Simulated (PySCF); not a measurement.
A calculated (TPSS, PySCF 2.14, cc-pVTZ, no relativity, point nucleus) atom or ion has these occupied shells.

```tsv
shell	electrons	orbital energy (eV)	rms radius, mean of both spins (bohr)
1s α	1	-6405.2	0.0712
1s β	1	-6405.2	0.0712
2s α	1	-753.16	0.306
2s β	1	-751.12	0.306
2p α	3	-646.67	0.275
2p β	3	-645.02	0.275
3s α	1	-104.59	0.925
3s β	1	-99.069	0.925
3p α	3	-74.169	0.987
3p β	3	-68.634	0.987
3d α	5	-25.916	1.27
```

**Question.** Name the element and its charge.

**Answer.** Mn²⁺ (manganese, charge +2), in [Ar] 3d5, high-spin 6S determinant.
